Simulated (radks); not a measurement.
Question: Species: Tc+. Configuration: [Kr] 4d5 5s1. Method: non-relativistic Kohn-Sham, PBE, spin-polarised, spherical densities, point nucleus; open shells are filled with parallel spins first (spin-orbit coupling, left out, can overturn this in heavy ions); relativity is left out, which matters for an element this heavy; computed with a radial shooting solver on a logarithmic mesh with Libxc functionals. Some entries of the table are withheld. Estimate them.

orbital  occ.  eigenvalue (hartree)  <r^2> (bohr^2)  <r> (bohr)
1s up       1             -746.9749        0.001681     0.03545
1s down     1             -746.9745        0.001681     0.03545
2s up       1             -104.9369         0.02813      0.1547
2s down     1             -104.9119         0.02813      0.1547
2p up       3             -96.90258         0.02139      0.1325
2p down     3             -96.88428         0.02139      0.1325
3s up       1             -18.43053          0.2090      0.4274
3s down     1             -18.41805          0.2089      0.4274
3p up       3             -15.31233          0.2066      0.4216
3p down     3             -15.29778          0.2064      0.4215
3d up       5              -9.59045          0.1904      0.3985
3d down     5              -9.56785          0.1901      0.3983
4s up       1              -2.86288           1.343       1.089
4s down     1              -2.73651           1.327       1.082
4p up       3                   (1)           1.613       1.187
4p down     3                   (2)           1.594       1.179
4d up       5              -0.57862           3.221       1.637
4d down     0              -0.43672           3.335       1.658
5s up       1              -0.42908             (3)       3.051

Answer: 
(1) 4p up eigenvalue (hartree): -1.95612
(2) 4p down eigenvalue (hartree): -1.82205
(3) 5s up <r^2> (bohr^2): 10.53
